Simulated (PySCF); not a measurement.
Al(F)2(Et) (C2H5AlF2), SMILES [F][Al]([CH2]C)[F]. Atoms are numbered in the order given.

```xyz
10

Al    -0.0221    -0.5687     0.0000
F      1.6267    -0.7767     0.0000
F     -0.9317    -1.9592     0.0000
C     -0.8346     1.1942     0.0000
C      0.1422     2.3806     0.0000
H     -1.5103     1.2413     0.8742
H     -1.5103     1.2413    -0.8742
H      0.7990     2.3691    -0.8845
H      0.7990     2.3691     0.8845
H     -0.3908     3.3459     0.0000
```
Charge 0, spin multiplicity 1.

Geometry: B3LYP-D3(BJ)/def2-SVP. The structure was generated by enumeration; whether it is a known compound was not checked. Other conformers were not sampled.

Level of theory: B3LYP/pcSseg-1 (PySCF).

GIAO shieldings, no solvent; atoms listed in one row are averaged. δ = σ(ref) − σ: ¹⁹F against CFCl3 (σ = 161.7 ppm); ¹³C against TMS (σ = 181.3 ppm); ¹H against TMS (σ = 31.68 ppm), references at their B3LYP-D3(BJ)/def2-TZVP geometries, non-relativistic.

```tsv
nucleus	atoms	count	δ (ppm)
¹⁹F	F3	1	-164.2
¹⁹F	F2	1	-167.9
¹³C	C5	1	13.0
¹³C	C4	1	-1.0
¹H	H8, H9, H10	3	1.49
¹H	H6, H7	2	0.78
```
